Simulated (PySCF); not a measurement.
Löwdin shares of the frontier orbitals

C5H7N2P.
Structure used (GFN2-xTB), in Å, numbered top down from 1:
```
atom  x, y, z in Å
C1    -2.3325    0.9907    0.9279
C2    -2.0457    0.2483   -0.1317
N3    -0.7599   -0.1688   -0.4465
C4    -0.4462   -0.9271   -1.5229
P5     1.2303   -1.2689   -1.6288
C6     1.3848   -0.3108   -0.1317
C7     2.6629   -0.0473    0.5855
N8     0.2652    0.1721    0.3262
H9    -1.5568    1.3059    1.6023
H10   -3.3411    1.2937    1.1369
H11   -2.7945   -0.0897   -0.8341
H12   -1.2279   -1.2398   -2.1921
H13    3.1241   -0.9856    0.8915
H14    2.4704    0.5633    1.4640
H15    3.3625    0.4718   -0.0686
```

Computed, not measured: TDDFT CAM-B3LYP/def2-SVPD, vertical, gas phase, core orbitals frozen in the response (PySCF 2.14.0, density-fitted response routines).

Kohn–Sham orbitals with the atoms that hold most of them (Löwdin shares over 4%, at most four atoms; ? is withheld):

```csv
orbital,ε (eV),atoms
LUMO+2,1.35,"C2 22%, C4 20%, H11 15%, H12 13%"
LUMO+1,1.07,"P5 25%, C6 22%, N8 12%, C2 8%"
LUMO,-0.11,"C4 23%, P5 20%, C1 15%, N3 10%"
HOMO,?,?
HOMO-1,-8.85,?
HOMO-2,-9.00,"P5 42%, N8 31%, C6 11%, C4 5%"
HOMO-3,-10.26,"C2 25%, C1 19%, N8 15%, C6 12%"
```

Give the leading atoms of the HOMO-1.

C4 (bonded to N, P and H) 30%; N8 (bonded to C and N) 20%; N3 (bonded to 2 C and N) 12%; P5 (bonded to 2 C) 11%. By element: nitrogen 32%, carbon 30% or more, phosphorus 11%.

Give the leading atoms of the HOMO.

P5 (bonded to 2 C) 28%; N3 (bonded to 2 C and N) 15%; C1 (bonded to C and 2 H) 15%; C6 (bonded to C, N and P) 14%. By element: carbon 29% or more, phosphorus 28%, nitrogen 15% or more.

What is the HOMO energy, and the HOMO–LUMO gap?

ε(HOMO) = -7.68 eV; the gap is 7.57 eV (0.2782 hartree).

How does S1 compare with the orbital gap of 7.57 eV?

S1 is at 4.89 eV (f = 0.345), 2.69 eV below the gap, made of HOMO→LUMO (94%). Without the coupling terms of the response equations the lowest excitation would equal the gap.

Give energy, strength and leading configuration of S1, S2, S6 and S8, and follow the Löwdin shares of the leading atoms from the occupied to the empty orbital.

- S1 (4.89 eV, f 0.345), HOMO→LUMO (94%): P5 28% → 20%, N3 15% → 10%, C4 at most 15% → 23%
- S2 (5.38 eV, f 0.0068), HOMO-2→LUMO (95%): P5 42% → 20%, N8 31% → at most 11%, C4 5% → 23%
- S6 (6.26 eV, f 0.0007), HOMO-2→LUMO+1 (71%): P5 42% → 25%, N8 31% → 12%, C6 11% → 22%
- S8 (6.80 eV, f 0.371), HOMO-1→LUMO+1 (76%): C4 30% → at most 9%, N8 20% → 12%, P5 11% → 25%, C6 at most 11% → 22%

Löwdin shares depend on the basis, the more so with diffuse functions.

One conformer stands for the species.
